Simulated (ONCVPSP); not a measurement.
## platinum: one change to an ONCV potential, before and after

- Element: Pt (Z = 78)
- Generator: ONCVPSP 4.0.1
- Type: optimised norm-conserving Vanderbilt (ONCV)
- Functional: PBEsol
- Relativity: scalar-relativistic
- Frozen core: [Kr] 4d10 4f14
- Valence charge: 18
- Reference configuration: 5s2 5p6 5d9 6s1
- Partial waves: 5s+6s: rc 1.65 bohr, ncon 4, nbas 7, qcut 9.1 1/bohr, 3 projectors, debl 1.4 Ha; 5p: rc 1.55 bohr, ncon 4, nbas 7, qcut 10.5 1/bohr, 1 projector; 5d: rc 1.45 bohr, ncon 4, nbas 7, qcut 6.4 1/bohr, 3 projectors, debl 0.4 Ha
- Local potential: polynomial inside 1.15 bohr (lpopt 5, dvloc0 0 Ha)
- Core correction: Teter function, fcfact 3, rcfact 1.35

Change: all radii but the core radius scaled by about 0.89 (s 1.48, p 1.38, d 1.30 bohr); local potential polynomial inside 1.02 bohr (lpopt 5, dvloc0 0 Ha).

Cutoffs: the cutoffs (Ha) at which the residual kinetic energy of the hardest occupied pseudo-wave falls to 1 and 0.1 mHa per electron; they do not see the model core or the augmentation charge, which bear on the density cutoff. Errors are all-electron minus pseudo energies relative to the spin-unpolarised reference configuration.

Q: How do hardness, ghosts and transferability respond?

A: The potential gets harder (32 Ha and 39 Ha → 38 Ha and 44 Ha); both files keep a bound ghost (d); the errors of the 4 common tests hardly move. A smaller radius makes the pseudo-wave follow the all-electron one further in, where it bends more sharply, so more plane waves are needed.

| quantity | base | changed |
| --- | --- | --- |
| cutoff, loose | 32 Ha | 38 Ha |
| cutoff, tight | 39 Ha | 44 Ha |
| loose cutoff by channel | s 26 Ha, p 32 Ha, d 19 Ha | s 29 Ha, p 38 Ha, d 19 Ha |
| bound ghosts | d | d |
| GHOST(+) flags under 300 eV | none | s at 242.3 eV |
| error for 5s2 5p6 5d9 6s0, meV [ΔE 9.23 eV] | -4.9 | -4.4 |
| error for 5s2 5p6 5d8 6s0, meV [ΔE 29.22 eV] | -6.6 | -5.8 |
| error for 5s2 5p6 5d7 6s0, meV [ΔE 61.47 eV] | -14 | -13 |
| error for 5s2 5p6 5d9 6s0.5, meV [ΔE 3.71 eV] | -1.8 | -1.6 |
| rms error of d²Exc/dni dnj with the model core, mHa | 1.03 | 1.25 |

 A true bound ghost makes a file unfit for plane-wave use even where its test errors are small: the radial tests pick states by their node count and pass the ghost by.
